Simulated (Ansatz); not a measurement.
```xyz
24

C     0.3872    2.9319   -0.8197
O    -0.3473    1.7584   -0.7266
Zr   -1.2462    0.0876   -0.4723
Cl   -3.2527    0.4939    0.7781
N    -0.0626   -1.2250    0.5257
C     0.6971   -1.0816    1.7554
C     2.1836   -1.3123    1.5241
C     0.4432    0.2901    2.3571
O    -1.6476   -0.7901   -2.1181
C    -1.9762   -1.1213   -3.4282
H     0.7892    3.0572   -1.8307
H    -0.2441    3.7966   -0.5896
H     1.2271    2.9222   -0.1152
H     0.0726   -2.1448    0.1203
H     0.3451   -1.8314    2.4801
H     2.7434   -1.2467    2.4611
H     2.3643   -2.3008    1.0935
H     2.5778   -0.5646    0.8302
H     0.9683    0.4027    3.3073
H     0.8009    1.0777    1.6854
H    -0.6229    0.4486    2.5473
H    -3.0589   -1.2456   -3.5300
H    -1.6485   -0.3410   -4.1231
H    -1.4926   -2.0617   -3.7119
```

The species carries charge 0 and has multiplicity 1. Zr takes the def2 core potential.

Task: List the CAM-B3LYP/def2-TZVPP orbital energies in eV (Ansatz 0.2.0). (Estimate.)

Result: Ansatz gave: Occupied: -2763.08, -522.46, -522.31, -390.64, -280.17, -280.11, -279.64, -278.53, -278.44, -257.87, -196.86, -196.82, -196.82, -60.38, -37.17, -36.84, -36.63, -29.12, -28.87, -25.90, -22.95, -22.39, -21.00, -20.46, -20.32, -17.63, -15.34, -14.65, -14.50, -14.34, -14.31, -14.26, -14.15, -14.11, -13.56, -12.45, -12.05, -11.64, -11.35, -10.86, -10.60, -10.41, -10.32, -9.89, -9.81, -9.71, -9.49, -8.08. Lowest empty: 0.59, 0.97, 1.16, 1.24, 1.41, 1.46, 1.76, 2.13.
